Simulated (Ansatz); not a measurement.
The cluster Hf2B2. Total charge 0; triplet. Geometry r2SCAN-D4/def2-TZVP; atoms count from 1.

| atom | x (Å) | y (Å) | z (Å) |
| --- | --- | --- | --- |
| Hf1 | 0.726 | -1.297 | -0.365 |
| Hf2 | -0.340 | 0.056 | 1.507 |
| B3 | 0.491 | 0.964 | -0.429 |
| B4 | -0.877 | 0.277 | -0.712 |

In the def2 sets Hf takes a core potential; there is no spin–orbit coupling. The structure comes from a short search, and lower isomers may exist.

(1) Estimate the Mulliken populations from the PBE0/def2-TZVP orbitals of Ansatz.

(2) Where does the spin sit?

(3) And the Mayer bond orders between bonded heavy atoms (over 0.3)?

Results:

(1) 
| atom | charge (e) | spin (α − β) | d electrons |
| --- | --- | --- | --- |
| Hf1 | 0.20 | 0.97 | 2.40 |
| Hf2 | 0.18 | 0.93 | 2.37 |
| B3 | -0.19 | 0.05 | – |
| B4 | -0.19 | 0.05 | – |
Mulliken values and Mayer orders depend strongly on the basis.

(2) Summed by element: Hf 1.90, B 0.10, of 2 unpaired in all. Largest on single atoms: Hf1 0.97, Hf2 0.93, B3 0.05.

(3) Hf1–Hf2 2.38 (2.54 Å); Hf1–B3 1.09 (2.27 Å); Hf1–B4 1.09 (2.27 Å); Hf2–B3 1.05 (2.29 Å); Hf2–B4 1.05 (2.29 Å); B3–B4 1.36 (1.56 Å).
